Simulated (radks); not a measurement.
Values are calculated unless marked as measured or tabulated.
Question: The rhodium ion Rh3+, 42 electrons, occupied as [Kr] 4d4.5 5s1 5p0.5 (fractional occupations, a model configuration). Level of theory: scalar-relativistic Kohn-Sham, PBE, spin-polarised, spherical densities, finite nucleus; open shells are filled with parallel spins first (spin-orbit coupling, left out, can overturn this in heavy ions); Fermi nuclear charge, rms radius 4.4945 fm (a radial shooting solver on a logarithmic mesh with Libxc functionals). Some entries of the table are withheld. Estimate them.

orbital,occ.,eigenvalue (eV),<r^2> (bohr^2)
1s up,1,-23083.69,0.001438
1s down,1,-23083.64,0.001438
2s up,1,-3386.935,0.02374
2s down,1,-3386.028,0.02374
2p up,3,-3040.145,0.01870
2p down,3,-3039.446,0.01869
3s up,1,-643.0749,0.1746
3s down,1,-642.5768,0.1745
3p up,3,-529.1321,0.1772
3p down,3,-528.5651,0.1770
3d up,5,-347.1210,0.1638
3d down,5,-346.2651,0.1635
4s up,1,-128.3008,1.055
4s down,1,-124.1734,1.046
4p up,3,-95.5160,(1)
4p down,3,-91.1742,(2)
4d up,4.5,-47.7967,(3)
4d down,0,-43.2695,(4)
5s up,1,-33.9739,(5)
5s down,0,-30.3114,(6)
5p up,0.5,-26.1084,8.074

Answer: 
(1) 4p up <r^2> (bohr^2): 1.259
(2) 4p down <r^2> (bohr^2): 1.250
(3) 4d up <r^2> (bohr^2): 1.995
(4) 4d down <r^2> (bohr^2): 2.010
(5) 5s up <r^2> (bohr^2): 6.087
(6) 5s down <r^2> (bohr^2): 6.206
